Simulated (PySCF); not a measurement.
Species: C₆H₇F₃GaN.
Structure used (PBE0-D3(BJ)/def2-SVP), in Å, numbered top down from 1:
```
atom  x, y, z in Å
F1    -3.6268    0.2885   -0.7575
C2    -2.8804    0.8446    0.1954
F3    -2.9826    2.1677    0.0678
F4    -3.3980    0.5108    1.3764
C5    -1.4388    0.4071    0.0861
C6    -0.6405    0.3177    1.2238
C7     0.6896   -0.0534    1.0695
N8     1.2162   -0.3271   -0.1262
Ga9    3.2515   -0.9729   -0.2842
C10    0.4548   -0.2405   -1.2194
C11   -0.8848    0.1227   -1.1598
H12   -1.0446    0.5255    2.2153
H13    1.3659   -0.1363    1.9242
H14    3.0339   -2.5351   -0.1513
H15    3.8191   -0.2068    0.9801
H16    3.5468   -0.4001   -1.7309
H17    0.9462   -0.4706   -2.1685
H18   -1.4839    0.1751   -2.0698
```

The calculation used PBE0-D3(BJ)/def2-SVP geometry optimisation, gas phase in PySCF.

Question: Which atoms are bound to Ga9, and at what distances?

Answer: 4 atoms: H14 1.583 Å, H15 1.584 Å, H16 1.584 Å, N8 2.141 Å. The nearest atom not counted as bound is H17, at 3.02 Å (others tie with it).

Question: List the angles at Ga9.

Answer: 
```csv
angle,degrees,distance of the outer atoms (Å)
H15–Ga9–H16,119.2,2.73
H14–Ga9–H15,117.4,2.71
H14–Ga9–H16,117.3,2.70
N8–Ga9–H14,99.3,2.86
N8–Ga9–H15,97.8,2.83
N8–Ga9–H16,97.8,2.83
```

Question: What is the shape at Ga9?

Answer: Distorted tetrahedral: angles from 97.8° to 119.2°; τ4 = (360° − α − β)/141° = 0.88 with α and β the two widest (0 for a square, 1 for a tetrahedron).

Question: What are the other bond lengths?

Answer: F1–C2, C2–F3, C2–F4 1.332 Å; C2–C5 1.510 Å; C5–C6, C5–C11 1.393 Å; C6–C7, C10–C11 1.389 Å; C7–N8, N8–C10 1.335 Å. (A selection.)

Question: Give some angles away from the centre.

Answer: F1–C2–F3 107.6°, F1–C2–C5 111.2°, C2–C5–C6 120.4°, C6–C5–C11 119.3°, C5–C6–C7 118.4°, C6–C7–N8 122.1°, C7–N8–Ga9 120.2°, C7–N8–C10 119.7°.

Question: What are the rotational constants (commonest isotopes, rigid rotor)?

Answer: A = 2804, B = 285.9, C = 272.8 MHz: a near-prolate asymmetric top.

Charge 0, singlet. Whether it is a minimum is left open (no frequencies).
